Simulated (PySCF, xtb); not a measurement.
Si(I)(Me) (CH₃ISi), SMILES C[Si]I (connectivity only; charge and spin as stated), neutral, multiplicity 1.

Harmonic wavenumbers (cm⁻¹) from xtb with GFN2-xTB at its own minimum, in rising order: 121, 179, 340, 703, 711, 819, 1363, 1471, 1484, 2992, 2995, 3012.

Problem. What does r2SCAN-D4/def2-SVP run with PySCF 2.14.0 give at its own minimum? (The exact figures need the calculation; the answer reports its results.)

Solution. 51, 190, 335, 551, 651, 755, 1219, 1395, 1406, 3009, 3112, 3128. Paired by order, the mean absolute difference is 76 cm⁻¹ and the zero-point energies are 23.1 and 22.6 kcal/mol.
